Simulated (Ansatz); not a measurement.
An input meant for K2F2⁺ (charge 1, doublet; with a point charge).

```yaml
crystal:
  periodic: [false, false, false]
  atoms:
    - {symbol: K, position_ang: [-1.584377, -1.683199, 0.118583]}
    - {symbol: K, position_ang: [1.585671, 1.681955, -0.118930]}
    - {symbol: F, position_ang: [0.121187, -0.045929, 0.966563]}
    - {symbol: F, position_ang: [-0.122472, 0.047163, -0.966216]}
basis:
  gaussian: {orbitals: def2-mTZVPP, final_grid: {core_spheres: 20, valence_spheres: 16, degree: 47}, point_charges: [{charge: 1.00, position_ang: [4.591, -0.335, -0.616]}]}
total_charge: 1
magnetization: {spin_polarized: true, initial_magnetization: 7}
hamiltonian: {xc: {name: wPBEh}}
scf: {omitted_lower_state_checks: [starts]}
output: {forces: true}
```

```sh
$ ansatz run in.yaml --threads 2 --pin off --events-out ev --progress --plain --max-ram 4352MiB
```

Output, abridged:

```
Functional definition: wPBEh
864 factors; integrals over basis functions are off by at most 8.1e-4 eV
72 factors; integrals over basis functions are off by at most 1.6e-5 eV
mean field evaluation 1: about -38026.2419 eV, gradient 8.2e0 eV
mean field evaluation 2: about -38000.7361 eV, gradient 6.4e1 eV
mean field evaluation 4: about -38026.4590 eV, gradient 1.2e1 eV
mean field evaluation 8: about -38027.2412 eV, gradient 8.2e-1 eV
mean field evaluation 16: about -38028.0898 eV, gradient 7.6e-1 eV
mean field evaluation 32: about -38028.1360 eV, gradient 2.0e-5 eV
mean field -38028.13599372 eV, -1397.5082213728 hartree, gradient 2.0e-7 eV, S^2 15.756134; 0 other end points of the search recorded, 0 dependent functions left out
reference -38028.13608612 eV, -1397.5082247683 hartree; 31, 24 occupied and 53, 60 virtual orbitals, 864 factors
Total energy: -38028.13608612 eV, -1397.5082247683 hartree
Atom 0 at    -1.584377    -1.683199     0.118583 Å, force    -2.209689    -2.309171     0.309384 eV/Å
Atom 1 at     1.585671     1.681955    -0.118930 Å, force     2.251012     1.824571    -0.018244 eV/Å
Atom 2 at     0.121187    -0.045929     0.966563 Å, force     0.478932     0.000858     3.352919 eV/Å
Atom 3 at    -0.122472     0.047163    -0.966216 Å, force    -0.471846     0.274812    -3.662174 eV/Å
Dipole moment:    -1.938290    -0.517024     0.168752 e Å
Checks for a lower state left out: starts
```

In this input the spin is set far too high (7 unpaired electrons typed, 1 in the doublet as meant). The run converged. The result belongs to that input, not to the species as meant.
